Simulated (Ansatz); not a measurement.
Reaction (hydrogenolysis of a C–C bond): `CC(F)(F)OCF` + H₂ → `FCOC(F)F` + CH₄

Gas-phase electronic energies from Ansatz, PBE0-D4/def2-TZVP geometries. CCSD(T)/CBS is the MP2 limit (def2-TZVPP, def2-QZVPP) plus CCSD(T) − MP2 in def2-TZVPP, frozen cores. This one scheme is used for every species. DFT in def2-TZVPP. One conformer a species, not always the lowest.

CCSD(T)/CBS gives -8.4 kcal/mol.

(1) Another level gave -10.2 kcal/mol. Which?
A. PBE/def2-TZVPP
B. RPA@PBE/def2-TZVPP
C. LDA (SPW92)/def2-TZVPP
D. revPBE/def2-TZVPP

Largest T1 diagnostic among the species: 0.012.

Results:

(1) A. PBE -10.2, revPBE -11.7, RPA@PBE/def2-TZVPP -8.8, LDA (SPW92) -6.7 kcal/mol.

At CCSD(T), def2-SVP lies +0.8 kcal/mol from the extrapolated value and def2-TZVPP −0.7 kcal/mol. The D4 term adds +2.0 kcal/mol with B3LYP and +1.1 kcal/mol with PBE0; it sums over pairs of atoms, weighted by their polarisabilities, and B3LYP, whose exchange is more repulsive, gets the larger term. In def2-TZVPP, CCSD(T) changes the Hartree–Fock value by +4.3 kcal/mol (the triples alone add +0.9 kcal/mol) and MP2 by +4.7 kcal/mol.

CCSD(T)/CBS has its own doubt, a few kJ/mol and more with outer-core shells, so smaller differences from it don't rank the levels.

B3LYP here is the variant with VWN-RPA as its local correlation; programs differ in this.
